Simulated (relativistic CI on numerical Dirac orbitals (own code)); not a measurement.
Tc XXXV: sensitivity of the levels to the model

Base calculation: Dirac-Coulomb-Breit CI, separate exchange-only KLI orbitals for each configuration, QED by a radiative potential, unscaled Slater integrals.

CI space (outside the closed core 1s2): 2s2 2p5, 2s 2p6, 2p6 3s, 2p6 3p, 2p6 3d, 2s2 2p4 3s, 2s2 2p4 3p, 2s2 2p4 3d, 2s 2p5 3s, 2s 2p5 3p, 2s 2p5 3d, 2s2 2p4 4s, 2s2 2p4 4p, 2s2 2p4 4d, 2s2 2p4 4f, 2s 2p5 4s. Levels of other configurations are missing.

The lowest level and the first level of each name with at least 55 % of one term (blank where a level has no safe partner in the second run):

| Level | Base (eV) | Shift (eV) |
| --- | --- | --- |
| 2s2 2p5 2P°_3/2 | 0.00 | 0.00 |
| 2s2 2p5 2P°_1/2 | 121.98 | -0.01 |
| 2s 2p6 2S_1/2 | 349.56 | +0.22 |
| 2s2 2p4 3s 4P_5/2 | 2595.96 | +0.90 |
| 2s2 2p4 3s 2P_3/2 | 2601.92 | +0.97 |
| 2s2 2p4 3s 2S_1/2 | 2624.77 | +0.68 |
| 2s2 2p4 3p 2P°_1/2 | 2682.79 | +0.60 |
| 2s2 2p4 3p 4D°_7/2 | 2691.52 | +0.82 |
| 2s2 2p4 3s 4P_3/2 | 2715.09 | +1.20 |
| 2s2 2p4 3s 2P_1/2 | 2720.06 | +1.27 |
| 2s2 2p4 3s 2D_5/2 | 2730.30 | +1.09 |
| 2s2 2p4 3s 2D_3/2 | 2732.85 | +1.13 |
| 2s2 2p4 3d 2F_7/2 | 2774.48 | +0.84 |
| 2s2 2p4 3d 4F_9/2 | 2775.15 | +0.84 |
| 2s2 2p4 3p 4P°_1/2 | 2775.59 | +1.03 |
| 2s2 2p4 3p 2F°_5/2 | 2792.45 | +0.96 |
| 2s2 2p4 3p 4D°_5/2 | 2808.72 | +1.07 |
| 2s2 2p4 3p 2F°_7/2 | 2824.15 | +0.99 |
| 2s2 2p4 3d 4D_1/2 | 2881.49 | +1.08 |
| 2s2 2p4 3d 2G_7/2 | 2900.67 | +1.00 |
| 2s2 2p4 3d 2G_9/2 | 2907.23 | +1.03 |
| 2s2 2p4 3d 2S_1/2 | 2907.94 | +1.03 |

At this charge energies of transitions that change n are usually good to better than 1 %, and those within a shell (Δn = 0) to a few per cent.

Question: One thing was changed in a second run, which moved the levels as shown. Which?
A. Breit term removed
B. P86 correlation estimate
C. configuration mixing switched off
D. QED terms removed
E. one mean potential for all configurations
F. non-relativistic limit

Answer: E. One mean potential for all configurations. One potential for all configurations removes the relaxation of the orbitals, which moves whole configurations and changes the integrals a little.

LS names give the leading component of a level, which can be under half, so a name can repeat, a term be missing and a line seem to break the LS rules.
